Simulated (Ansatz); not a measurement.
Computed with Ansatz on PBE0-D4/def2-TZVP structures; ΔE is electronic, products minus reactants. CCSD(T)/CBS is the MP2 limit (def2-TZVPP, def2-QZVPP) plus CCSD(T) − MP2 in def2-TZVPP, frozen cores. This one scheme is used for every species. DFT in def2-TZVPP. B3LYP here is the variant with VWN-RPA as its local correlation; programs differ in this. Each species was taken in one conformer, which may not be the lowest.

`[CH3][AlH][CH]1CC1` + H₂O → `[CH3][AlH][OH]` + `C1CC1`  (formal hydrolysis of the Al–C bond)

`[CH3][AlH][CH]1CC1`:

Z-matrix (Å, degrees):
```
C
Al 1 1.955
H 1 1.095 2 110.8
H 1 1.093 2 113.5 3 -121.3
H 1 1.095 2 110.8 3 117.4
C 2 1.932 1 119.2 3 121.3
H 2 1.593 1 120.0 3 -58.6
C 6 1.521 2 119.6 1 33.9
C 6 1.522 2 119.5 1 -34.1
H 6 1.087 2 118.8 1 180.0
H 8 1.084 6 117.3 2 143.1
H 8 1.085 6 118.7 2 -0.1
H 9 1.085 6 118.6 2 0.3
H 9 1.084 6 117.3 2 -143.0
```

H₂O:

Cartesian coordinates in Å:
```
O -0.030 0.043 -0.386
H 0.084 -0.775 0.103
H -0.055 0.731 0.283
```

`[CH3][AlH][OH]`:

Z-matrix (Å, degrees):
```
C
Al 1 1.941
H 1 1.092 2 111.9
H 1 1.095 2 111.0 3 120.7
H 1 1.095 2 111.2 3 -121.1
O 2 1.701 1 117.6 3 -3.3
H 2 1.589 1 124.2 3 176.8
H 6 0.956 2 122.5 1 -179.8
```

`C1CC1`:

Cartesian coordinates in Å:
```
C 0.400 0.061 0.764
C -0.183 0.715 -0.451
C -0.217 -0.776 -0.313
H 1.478 0.045 0.866
H -0.135 0.160 1.700
H 0.500 1.143 -1.174
H -1.113 1.258 -0.340
H -1.171 -1.246 -0.109
H 0.441 -1.360 -0.943
```

```
          level  ΔE (kJ/mol)
         PBE-D4       -133.7
       B3LYP-D4       -144.2
        ωB97M-V       -141.7
            PBE       -139.3
CCSD/def2-TZVPP       -143.5
  HF/def2-QZVPP       -159.6
 MP2/def2-QZVPP       -138.4
 CCSD/CBS(def2)       -140.4
```

Task: What does CCSD(T)/CBS give? (Best estimate.)

Result: Computed: -137.1 kJ/mol. The listed levels differ from it by 3.4, -7.1, -4.6, -2.2, -6.4, -22.5, -1.3, -3.3 kJ/mol.

Largest T1 diagnostic among the species: 0.011.

The D4 term adds +8.8 kJ/mol with B3LYP and +5.2 kJ/mol with PBE0; it sums over pairs of atoms, weighted by their polarisabilities, and B3LYP, whose exchange is more repulsive, gets the larger term. In def2-TZVPP, CCSD(T) changes the Hartree–Fock value by +19.3 kJ/mol (the triples alone add +3.3 kJ/mol) and MP2 by +19.4 kJ/mol.
